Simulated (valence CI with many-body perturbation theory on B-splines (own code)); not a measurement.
## E1 line list for In16+

Level of theory: valence CI with perturbative core correlation (CI+MBPT): five valence electrons over a frozen Dirac-Fock core [Ar] 3d10, a basis of 11 s, 11 p, 10 d, 8 f, 5 g, 2 h functions for each j, with the one-electron correlation potential Σ1 (screened to all orders), the two-electron term Σ2, the three-electron term Σ3, Breit, model QED; selected single and double excitations, second order for the rest, scaled by the run's own slope (own B-spline code, finite nucleus).

No measured spectrum was set against this ion. As an estimate, levels hold to about 250 cm⁻¹ or 0.2 % of their energy and the worst to 1 %, as in measured heavy ions of charge 2 to 7; those with d or f electrons hold less well. Among the levels kept, up to 2200 cm⁻¹ of a level comes from second order outside the variational space, and about a tenth of that is noise between levels of different J, which matters for small intervals.

Lines 1 to 50 of 574 in falling wavelength, among levels below 167.57 eV, chosen from the strongest by gf and those to the six lowest levels. Wavelengths and rates use the calculated energies, so an error of 1000 cm⁻¹ moves a line at 39.35 nm by 0.39 % and its rate by three times that or more. Electric multipoles are in the length gauge, E1 and E2 with the static RPA response of the core. Weak lines are less certain than strong ones. Lines between different terms over intervals too small for the method are left out, as are lines whose strength nearly cancels. Where a level lies close to another of its J and parity, the split of strength between their lines is uncertain.

Names give the largest LS component (configuration and term), which can be under half, so a name can repeat, a term be missing and a line seem to break the LS rules; names also repeat where a configuration has a term twice. Letters in brackets count levels of one name in rising energy.

```csv
λ vac (nm),Upper,Lower,A (s⁻¹),S (a.u.) with core polarisation,S without
39.35,4s.4p4 4P_3/2,4s2.4p3 2P°_3/2,1.88e+08,2.26e-02,2.48e-02
38.51,4s.4p4 4P_1/2,4s2.4p3 2P°_3/2,7.46e+07,4.21e-03,4.58e-03
33.65,4s.4p4 4P_5/2,4s2.4p3 2D°_5/2,6.07e+08,6.85e-02,7.50e-02
32.86,4s.4p3.4d 4G°_11/2,4s2.4p2.4d 2G_9/2,1.28e+09,2.69e-01,2.96e-01
31.74,4s.4p4 4P_1/2,4s2.4p3 2P°_1/2,1.20e+09,3.79e-02,4.14e-02
31.68,4p5 2P°_3/2,4s.4p4 2P_3/2,4.79e+09,3.01e-01,3.29e-01
31.63,4s.4p4 4P_5/2,4s2.4p3 2D°_3/2,1.46e+09,1.37e-01,1.50e-01
30.99,4s.4p4 2D_5/2,4s2.4p3 2P°_3/2,2.14e+09,1.89e-01,2.07e-01
30.55,4s.4p3.4d 2F°_7/2 [b],4s2.4p2.4d 2D_5/2 [d],1.38e+09,1.56e-01,1.71e-01
29.65,4s.4p4 4P_3/2,4s2.4p3 2D°_5/2,6.97e+08,3.59e-02,3.92e-02
27.81,4s.4p4 2D_3/2,4s2.4p3 2P°_1/2,4.36e+08,1.85e-02,2.03e-02
27.68,4s.4p4 2S_1/2 [a],4s2.4p3 2P°_3/2,2.94e+08,6.15e-03,6.73e-03
27.64,4s.4p4 4P_1/2,4s2.4p3 2D°_3/2,3.86e+08,8.03e-03,8.79e-03
27.55,4p5 2P°_3/2,4s.4p4 2D_5/2,1.07e+10,4.43e-01,4.84e-01
27.02,4s.4p4 2P_3/2,4s2.4p3 2P°_3/2,2.50e+09,9.74e-02,1.07e-01
26.72,4s.4p4 4P_5/2,4s2.4p3 4S°_3/2,3.68e+09,2.08e-01,2.27e-01
26.65,4s.4p3.4d 4G°_9/2,4s2.4p2.4d 4F_7/2,3.74e+09,3.50e-01,3.84e-01
26.57,4s.4p3.4d 4F°_3/2 [a],4s2.4p2.4d 4F_3/2,4.62e+09,1.71e-01,1.87e-01
26.39,4s.4p3.4d 4G°_11/2,4s2.4p2.4d 4F_9/2,5.02e+09,5.46e-01,5.99e-01
26.38,4s.4p3.4d 4F°_9/2,4s2.4p2.4d 2F_7/2 [a],2.54e+09,2.30e-01,2.52e-01
26.21,4p5 2P°_3/2,4s.4p4 2D_3/2,5.16e+09,1.83e-01,2.01e-01
26.14,4p5 2P°_1/2,4s.4p4 2P_3/2,1.16e+10,2.04e-01,2.24e-01
26.00,4s.4p3.4d 2F°_7/2 [b],4s2.4p2.4d 2D_5/2 [c],1.99e+09,1.38e-01,1.52e-01
25.95,4s.4p3.4d 4F°_9/2,4s2.4p2.4d 4F_7/2,2.54e+09,2.19e-01,2.40e-01
25.82,4s.4p4 2D_3/2,4s2.4p3 2D°_5/2,6.52e+08,2.22e-02,2.42e-02
25.69,4s.4p3.4d 2G°_9/2 [a],4s2.4p2.4d 4F_9/2,2.52e+09,2.11e-01,2.31e-01
25.47,4s.4p3.4d 2F°_7/2 [a],4s2.4p2.4d 4P_5/2,4.39e+09,2.86e-01,3.15e-01
25.40,4s2.4p2.4d 4F_3/2,4s2.4p3 2P°_3/2,1.76e+08,5.68e-03,6.23e-03
25.20,4s.4p3.4d 2G°_9/2 [b],4s2.4p2.4d 2G_7/2,1.75e+09,1.38e-01,1.51e-01
25.07,4s.4p3.4d 4S°_3/2,4s2.4p2.4d 4P_5/2,6.46e+09,2.01e-01,2.19e-01
24.91,4s.4p3.4d 2P°_3/2 [c],4s2.4p2.4d 2S_1/2,4.71e+09,1.44e-01,1.58e-01
24.79,4s.4p3.4d 2G°_9/2 [a],4s2.4p2.4d 2F_7/2 [a],2.75e+09,2.07e-01,2.27e-01
24.68,4s.4p3.4d 2F°_7/2 [c],4s2.4p2.4d 2F_7/2 [c],7.62e+09,4.52e-01,4.96e-01
24.64,4s.4p4 2D_5/2,4s2.4p3 2D°_5/2,9.75e+09,4.32e-01,4.72e-01
24.61,4s.4p4 2D_3/2,4s2.4p3 2D°_3/2,1.35e+10,3.98e-01,4.35e-01
24.56,4s.4p3.4d 4F°_7/2 [b],4s2.4p2.4d 4F_5/2,6.75e+09,3.95e-01,4.32e-01
24.54,4s.4p3.4d 2G°_7/2 [a],4s2.4p2.4d 2F_5/2,2.72e+09,1.59e-01,1.74e-01
24.41,4s.4p3.4d 4D°_7/2 [c],4s2.4p2.4d 2G_7/2,3.41e+09,1.96e-01,2.14e-01
24.30,4s.4p3.4d 2G°_9/2 [c],4s2.4p2.4d 2G_9/2,1.57e+10,1.11e+00,1.22e+00
24.25,4s2.4p2.4d 4F_5/2,4s2.4p3 2P°_3/2,3.76e+07,1.59e-03,1.72e-03
24.14,4s.4p4 4P_3/2,4s2.4p3 4S°_3/2,1.04e+10,2.87e-01,3.14e-01
24.06,4s.4p3.4d 2D°_3/2 [a],4s2.4p2.4d 4D_5/2,4.89e+09,1.34e-01,1.47e-01
24.00,4s.4p4 2S_1/2 [a],4s2.4p3 2P°_1/2,1.32e+10,1.80e-01,1.97e-01
23.96,4s.4p3.4d 4G°_5/2,4s2.4p2.4d 4F_3/2,6.37e+09,2.60e-01,2.84e-01
23.83,4s.4p3.4d 2P°_3/2 [c],4s2.4p2.4d 2D_5/2 [c],5.14e+09,1.37e-01,1.50e-01
23.82,4s.4p4 4P_1/2,4s2.4p3 4S°_3/2,9.65e+09,1.29e-01,1.40e-01
23.75,4s.4p3.4d 2D°_5/2 [d],4s2.4p2.4d 2D_5/2 [b],5.28e+09,2.09e-01,2.30e-01
23.75,4s.4p3.4d 4D°_7/2 [b],4s2.4p2.4d 4D_5/2,5.47e+09,2.89e-01,3.16e-01
23.73,4s.4p3.4d 2F°_5/2 [b],4s2.4p2.4d 2D_5/2 [a],4.79e+09,1.90e-01,2.07e-01
23.71,4s.4p3.4d 2D°_3/2 [d],4s2.4p2.4d 2D_3/2 [b],7.39e+09,1.94e-01,2.13e-01
```
